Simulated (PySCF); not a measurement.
Job file and geometry (Å, from GFN2-xTB) of an NMR shielding run on `N[SiH]1CCCCC1`, C$_{5}$H$_{13}$NSi, PySCF, GIAO PBE0/pcSseg-1 NMR shielding, non-relativistic, gas phase; density fitting, a coarse starting grid and PySCF grid level 2 are the driver's defaults:

```
$ OMP_NUM_THREADS=1 python probes_run.py task.json out

{"job": {"kind": "nmr", "xc": "PBE0", "basis": "pcSseg-1"}, "charge": 0, "multiplicity": 1}
N      2.365338    -0.257683     0.473736
Si     1.248942     0.488037    -0.614724
C      0.169612    -0.891828    -1.343265
C     -0.870341    -1.362795    -0.330136
C     -1.718770    -0.216494     0.216207
C     -0.943001     0.700658     1.159367
C      0.082878     1.562480     0.427657
H      2.900071     0.330409     1.093135
H      2.947370    -1.004868     0.129684
H      1.853651     1.291567    -1.697685
H     -0.344101    -0.526476    -2.233258
H      0.772771    -1.742423    -1.661932
H     -0.363752    -1.854719     0.503026
H     -1.528793    -2.101077    -0.798754
H     -2.570959    -0.637516     0.757214
H     -2.114260     0.371081    -0.616741
H     -0.432492     0.088674     1.906278
H     -1.650586     1.345953     1.689471
H      0.634489     2.159695     1.154483
H     -0.443215     2.268005    -0.216798
```

Task: Write the output of this run.

Result: 
```
coarse grid: 16176 points
cycle   1  E = -542.0510127266  dE =  6.514e-01  |g| = 5.935e-01  |ddm| = 3.886e+00
cycle   2  E = -541.9964521362  dE =  5.456e-02  |g| = 7.679e-01  |ddm| = 1.247e+00
cycle   3  E = -542.1375551856  dE = -1.411e-01  |g| = 4.881e-02  |ddm| = 7.807e-01
cycle   4  E = -542.1380301418  dE = -4.750e-04  |g| = 2.048e-02  |ddm| = 7.148e-02
cycle   5  E = -542.1381134298  dE = -8.329e-05  |g| = 7.666e-03  |ddm| = 2.305e-02
cycle   6  E = -542.1381265448  dE = -1.311e-05  |g| = 1.219e-03  |ddm| = 8.186e-03
cycle   7  E = -542.1381268932  dE = -3.485e-07  |g| = 2.828e-04  |ddm| = 1.478e-03
final grid: 148800 points
cycle   8  E = -542.1774950498  dE = -4.585e-05  |g| = 9.620e-03  |ddm| = 3.633e-02
cycle   9  E = -542.1774800722  dE =  1.498e-05  |g| = 1.249e-02  |ddm| = 1.968e-02
cycle  10  E = -542.1775181228  dE = -3.805e-05  |g| = 5.528e-04  |ddm| = 1.108e-02
cycle  11  E = -542.1775181847  dE = -6.189e-08  |g| = 1.936e-04  |ddm| = 7.886e-04
cycle  12  E = -542.1775181917  dE = -7.030e-09  |g| = 7.918e-05  |ddm| = 2.225e-04
cycle  13  E = -542.1775181931  dE = -1.384e-09  |g| = 1.385e-05  |ddm| = 1.004e-04
cycle  14  E = -542.1775181931  dE = -4.150e-11  |g| = 2.213e-06  |ddm| = 1.603e-05
converged SCF energy = -542.1775181931

GIAO shielding tensors (ppm)
atom      isotropic    diamagn.    paramagn.     s11        s22        s33       span
  0 N      256.188     315.351     -59.162    215.910    261.123    291.532     75.623
  1 Si     371.693     879.266    -507.573    344.228    364.497    406.355     62.127
  2 C      170.867     252.496     -81.629    158.307    175.656    178.638     20.331
  3 C      159.776     246.898     -87.122    148.692    159.439    171.198     22.505
  4 C      152.988     247.828     -94.840    147.714    154.516    156.736      9.022
  5 C      159.770     246.895     -87.125    148.702    159.437    171.171     22.469
  6 C      170.819     252.490     -81.671    158.260    175.629    178.569     20.309
  7 H       31.714      30.083       1.631     23.934     27.938     43.271     19.337
  8 H       31.715      30.084       1.631     23.936     27.939     43.271     19.336
  9 H       26.686      28.690      -2.004     22.631     24.823     32.605      9.974
 10 H       31.165      31.372      -0.207     27.107     28.987     37.400     10.292
 11 H       30.894      30.885       0.009     26.892     28.192     37.597     10.706
 12 H       30.010      31.477      -1.467     27.014     28.420     34.596      7.582
 13 H       29.720      30.154      -0.434     23.895     28.247     37.018     13.123
 14 H       29.900      30.233      -0.333     24.559     28.268     36.875     12.316
 15 H       30.756      31.657      -0.901     27.572     29.113     35.584      8.012
 16 H       30.009      31.474      -1.465     27.012     28.417     34.599      7.588
 17 H       29.721      30.155      -0.435     23.897     28.247     37.017     13.120
 18 H       30.888      30.881       0.008     26.890     28.185     37.589     10.699
 19 H       31.159      31.367      -0.208     27.104     28.982     37.392     10.289
```

Size and cost of the density-fitted run: 191 basis functions, 27 s wall time on 1 thread of an Arm Neoverse V2, shared host; peak memory 0.86 GiB.
